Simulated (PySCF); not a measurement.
CH5GaN (SMILES [CH3][Ga+][NH2]), charge +1, singlet, at a GFN2-xTB geometry (such geometries of metal compounds can be far from the true shape); WB97X/def2-SVPD (PySCF).

Input for PySCF:
```python
from pyscf import gto, scf, dft

mol = gto.M(
    atom='''
Ga   -0.020782   -0.041393    0.018720
C    -0.329657    1.590347   -1.183725
H    -1.183712    2.142603   -0.780540
H    -0.533255    1.223758   -2.194273
H     0.585327    2.190416   -1.152936
N     0.456383   -1.421577    1.124747
H     0.548975   -2.362451    0.735364
H     0.010157   -1.502186    2.041189
''',
    basis='def2-svpd',
    charge=1,
    spin=0,
    verbose=4,
)

mf = dft.RKS(mol)
mf.xc = 'wb97x'
mf.grids.atom_grid = (99, 590)
mf.grids.prune = None
mf.kernel()
```

Output, abridged:

```
PySCF version 2.14.0

[INPUT] verbose = 4
[INPUT] num. atoms = 8
[INPUT] num. electrons = 48
[INPUT] charge = 1
[INPUT] spin (= nelec alpha-beta = 2S) = 0
[INPUT] symmetry False subgroup None
[INPUT] Mole.unit = angstrom
[INPUT] Symbol           X                Y                Z      unit          X                Y                Z       unit  Magmom
[INPUT]  1 Ga    -0.020782000000  -0.041393000000   0.018720000000 AA   -0.039272288321  -0.078221433474   0.035375673052 Bohr   0.0
[INPUT]  2 C     -0.329657000000   1.590347000000  -1.183725000000 AA   -0.622961445046   3.005320273024  -2.236916056801 Bohr   0.0
[INPUT]  3 H     -1.183712000000   2.142603000000  -0.780540000000 AA   -2.236891490361   4.048932863671  -1.475006829268 Bohr   0.0
[INPUT]  4 H     -0.533255000000   1.223758000000  -2.194273000000 AA   -1.007705904555   2.312567462745  -4.146575012528 Bohr   0.0
[INPUT]  5 H      0.585327000000   2.190416000000  -1.152936000000 AA    1.106107723313   4.139286338865  -2.178733279152 Bohr   0.0
[INPUT]  6 N      0.456383000000  -1.421577000000   1.124747000000 AA    0.862438877907  -2.686391194981   2.125463789426 Bohr   0.0
[INPUT]  7 H      0.548975000000  -2.362451000000   0.735364000000 AA    1.037412399233  -4.464385372705   1.389636561865 Bohr   0.0
[INPUT]  8 H      0.010157000000  -1.502186000000   2.041189000000 AA    0.019193948247  -2.838720128156   3.857288178475 Bohr   0.0

nuclear repulsion = 170.297956024039
number of shells = 50
number of NR pGTOs = 190
number of NR cGTOs = 118
basis = def2-svpd
ecp = {}

******** <class 'pyscf.dft.rks.RKS'> ********
method = RKS
initial guess = minao
damping factor = 0
level_shift factor = 0
DIIS = <class 'pyscf.scf.diis.CDIIS'>
diis_start_cycle = 1
diis_space = 8
diis_damp = 0
SCF conv_tol = 1e-09
SCF conv_tol_grad = None
SCF max_cycles = 50
direct_scf = True
direct_scf_tol = 1e-13
XC library pyscf.dft.libxc version 7.1.2
    S. Lehtola, C. Steigemann, M. J. T. Oliveira, and M. A. L. Marques,  SoftwareX 7, 1–5 (2018)
XC functionals = wb97x
    J.-D. Chai and M. Head-Gordon,  J. Chem. Phys. 128, 084106 (2008)
radial grids:
    Treutler-Ahlrichs [JCP 102, 346 (1995); DOI:10.1063/1.469408] (M4) radial grids

becke partition: Becke, JCP 88, 2547 (1988); DOI:10.1063/1.454033
pruning grids: None
grids dens level: 3
symmetrized grids: False
atomic radii adjust function: <function treutler_atomic_radii_adjust>
User specified grid scheme (99, 590)
small_rho_cutoff = 0
Set gradient conv threshold to 3.16228e-05
Initial guess from minao.
tot grids = 467280
init E= -2019.8137641259
  HOMO = -0.322162897235711  LUMO = -0.0744841645218681  gap/eV = 6.73968
cycle= 1 E= -2020.10482845522  delta_E= -0.291  |g|= 0.586  |ddm|= 3.29
  HOMO = -0.533483904000534  LUMO = -0.225377155215832  gap/eV = 8.38401
cycle= 2 E= -2020.11760500523  delta_E= -0.0128  |g|= 0.639  |ddm|=  1.7
  HOMO = -0.594169271191442  LUMO = -0.198945094263558  gap/eV = 10.75460
cycle= 3 E= -2020.17286513064  delta_E= -0.0553  |g|= 0.0442  |ddm|= 0.781
  HOMO = -0.576862087564921  LUMO = -0.180962730489367  gap/eV = 10.77297
cycle= 4 E= -2020.17344430217  delta_E= -0.000579  |g|= 0.0277  |ddm|= 0.122
  HOMO = -0.582508039213669  LUMO = -0.180750551321608  gap/eV = 10.93238
cycle= 5 E= -2020.17360770969  delta_E= -0.000163  |g|= 0.00781  |ddm|= 0.035
  HOMO = -0.581132014529068  LUMO = -0.180870697788898  gap/eV = 10.89167
cycle= 6 E= -2020.17362847397  delta_E= -2.08e-05  |g|= 0.00143  |ddm|= 0.0156
  HOMO = -0.581186906003008  LUMO = -0.180741821229096  gap/eV = 10.89667
cycle= 7 E= -2020.17363004947  delta_E= -1.58e-06  |g|= 0.000494  |ddm|= 0.00419
  HOMO = -0.581226911711823  LUMO = -0.180791467469942  gap/eV = 10.89640
cycle= 8 E= -2020.17363022453  delta_E= -1.75e-07  |g|= 0.000213  |ddm|= 0.0014
  HOMO = -0.581238387237989  LUMO = -0.180779058858519  gap/eV = 10.89705
cycle= 9 E= -2020.17363025968  delta_E= -3.52e-08  |g|= 4.77e-05  |ddm|= 0.000648
  HOMO = -0.581242033430096  LUMO = -0.180780115585002  gap/eV = 10.89712
cycle= 10 E= -2020.17363026139  delta_E= -1.71e-09  |g|= 9.2e-06  |ddm|= 0.000177
  HOMO = -0.581240895366693  LUMO = -0.180779962051982  gap/eV = 10.89710
cycle= 11 E= -2020.17363026148  delta_E= -8.64e-11  |g|= 4.85e-06  |ddm|= 4.13e-05
  HOMO = -0.581241340749421  LUMO = -0.180779926773519  gap/eV = 10.89711
Extra cycle  E= -2020.17363026148  delta_E= -3.18e-12  |g|= 4.86e-06  |ddm|= 1.4e-05
converged SCF energy = -2020.17363026148
```
